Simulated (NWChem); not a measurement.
Two isomers of C$_{2}$H$_{5}$FOSi, each optimised at PBE0/def2-SVP with NWChem. Flexible species stand in one conformer each, which need not be the lowest. 

A: O[Si@@H](F)C=C
B: F/C=C/O[SiH3]

### Question
Which is lower in energy, by how much, and how do their other properties compare?

### Answer
A is lower by 64.2 kcal/mol in electronic energy; with zero-point energies, B − A = 61.4 kcal/mol.
```tsv
	A	B
highest occupied level (eV)	-8.29	-6.62
orbital gap (eV)	7.61	7.00
dipole (D)	2.30	1.65
highest harmonic frequency (cm⁻¹)	3930	3239
zero-point energy (kcal/mol)	43.4	40.6
```
